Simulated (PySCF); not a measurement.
## Relaxation of singlet TlH₄⁻

Level of theory: PBE0 in PySCF with Tl def2-TZVPD with ECP60, H def2-TZVPD; scalar-relativistic core potentials, no spin–orbit coupling; density-fitted integrals. A (50,194) grid was used.

A hand-made see-saw start, of C2v symmetry, held to at least that symmetry:

```xyz
5
charge -1 multiplicity 1, angstrom
Tl    0.0000    0.0000   -0.0119
H     0.0000    1.7533    0.1415
H     0.0000   -1.7533    0.1415
H     1.3869    0.0000    1.0717
H    -1.3869    0.0000    1.0717
```

Optimiser trace:
```tsv
step	E − E(last) (kJ/mol)	largest gradient (Eh/bohr)
0	175.19	0.02874
1	99.44	0.02380
2	43.27	0.01706
3	20.94	0.01427
4	10.24	0.01259
5	1.80	0.00590
6	0.04	0.00143
7	0.00	0.00026
8	0.00	0.00020
```

It ends at Td with Tl–H 1.796 Å (×4); H–Tl–H 109.5° (×6) (after a last refinement on a finer grid). A frequency run shows a minimum. Other isomers or separated fragments may lie lower.

Final geometry:
Coordinates in bohr (charge -1 multiplicity 1):
```
Tl    0.0000    0.0000    0.0000
H     0.0011    2.7712   -1.9595
H     0.0000   -2.7712   -1.9595
H     2.7706   -0.0006    1.9603
H    -2.7718    0.0006    1.9587
```

No spin–orbit coupling is included, which matters more the heavier the element.

The relaxation took of the order of 30 core-seconds on a shared host.
